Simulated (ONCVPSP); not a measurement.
**Building the ONCV potential for Lu (LDA (Perdew-Wang 92), fully relativistic).**

lutetium, optimised norm-conserving Vanderbilt (ONCV), made with ONCVPSP 4.0.1 (LDA (Perdew-Wang 92), fully relativistic). Core [Kr] 4d10, reference 4f14 5s2 5p6 5d1 6s1.5 (charge +0.5). Waves: 5s+6s: rc 1.80 bohr, ncon 4, nbas 8, qcut 5.9 1/bohr, 3 projectors, debl 1.2 Ha; 5p: rc 2.20 bohr, ncon 4, nbas 7, qcut 7.5 1/bohr, 2 projectors, debl 3 Ha; 5d: rc 3.40 bohr, ncon 4, nbas 9, qcut 4.3 1/bohr, 2 projectors, debl 2.8 Ha; 4f: rc 0.90 bohr, ncon 4, nbas 8, qcut 22.9 1/bohr, 2 projectors, debl 3.9 Ha. Local part: polynomial inside 0.65 bohr (lpopt 3, dvloc0 4 Ha). Core correction: Teter function, fcfact 2, rcfact 1.35.

Open shells are filled in proportion to 2j + 1.

All-electron outer shells of the reference configuration (LDA (PZ), scalar-relativistic, ld1.x):

```json
{"shell": "4d", "level (eV)": "-194.94", "outermost node (bohr)": "0.23", "outermost maximum (bohr)": "0.48"}
{"shell": "5s", "level (eV)": "-64.42", "outermost node (bohr)": "0.57", "outermost maximum (bohr)": "1.04"}
{"shell": "5p", "level (eV)": "-35.01", "outermost node (bohr)": "0.61", "outermost maximum (bohr)": "1.19"}
{"shell": "4f", "level (eV)": "-13.03", "outermost node (bohr)": "–", "outermost maximum (bohr)": "0.47"}
{"shell": "6s", "level (eV)": "-7.55", "outermost node (bohr)": "1.41", "outermost maximum (bohr)": "2.97"}
{"shell": "5d", "level (eV)": "-4.88", "outermost node (bohr)": "0.68", "outermost maximum (bohr)": "1.82"}
```

(1) Estimate the cutoffs (Ha) at which the residual kinetic energy of the hardest occupied pseudo-wave falls to 1 and 0.1 mHa per electron.

(2) What does a ghost test show?

(3) Which valence shell sets the plane-wave cutoff?

## Answers

(1) 194 Ha and 215 Ha.

(2) Ghosts flagged at negative energy: s at -193.1 eV, p3/2 at -35.0 eV; GHOST(+) flagged for p1/2 at 9.6 eV, d5/2 at 59.5 eV, d3/2 at 69.0 eV. A true bound ghost makes a file unfit for plane-wave use.

(3) 4f: 194 Ha for 1 mHa per electron, against 14 Ha for 5s.

Its largest configuration-test error is -6.7 meV (4f14 5s2 5p6 5d1 6s0). 1 of 4 tests not solved or not reliable.
